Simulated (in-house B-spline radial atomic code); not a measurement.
A calculation on V8+: its settings, and results tabulated from the run. All numbers are computed (scalar-relativistic (X2C) TPSSh, spin-polarised, spherical fractional occupations, exact exchange averaged over the configuration; Fermi nucleus of rms radius 3.6002 fm) with a B-spline radial code for spherical atoms, not measured.

Command:
```bash
python run_scf.py task.json out
```
Settings (nuclear radius in fm, mass in u):
```
Z                23
configuration    [Ne] 3s2 3p3
hamiltonian      x2c
method           tpssh
spin_polarised   True
nucleus          fermi
rms_radius       3.6002
atomic_mass      50.94396
speed_of_light   137.035999084
exact_exchange   averaged over the configuration
```

Output (hartree, bohr):
```
 radial grid: 64 intervals, B-splines of order 8, outer radius 7.931 bohr

 iter        energy (Eh)    residual
    1        -926.572242    3.62e-02
    2        -926.573958    1.02e-03
    3        -926.573958    5.26e-04
    4        -926.573958    2.73e-04
    5        -926.573958    1.03e-05
    6        -926.573958    8.22e-07
    7        -926.573958    6.66e-08

 total energy                      -926.57396
 kinetic                             936.8639
 electron-nucleus                  -2110.7936
 Hartree                             288.0027
 exact exchange                       -3.9974
 exchange-correlation                -36.6495

 orbital      occ     eigenvalue          <r>       <r^2>       <1/r>       r_max
 1s up      1.000      -204.5652    0.0661159  0.00589119     23.0958     0.04319
 1s down    1.000      -204.4974    0.0661005  0.00588824     23.0997     0.04318
 2s up      1.000       -28.7981      0.30613    0.110754     4.86472      0.2545
 2s down    1.000       -28.7505     0.305821    0.110414     4.86405      0.2547
 2p up      3.000       -25.0885     0.272241   0.0911894     4.72587      0.2071
 2p down    3.000       -25.0084     0.272275   0.0911099     4.72199      0.2075
 3s up      1.000        -8.2009     0.852106    0.825525     1.66975      0.7748
 3s down    1.000        -7.8475     0.859294    0.840982     1.65559      0.7782
 3p up      3.000        -7.1183     0.867869    0.867146     1.57646      0.7787
```

Cost of the run: 0.56 s on 1 thread of Intel(R) Xeon(R) Platinum 8488C (shared host).
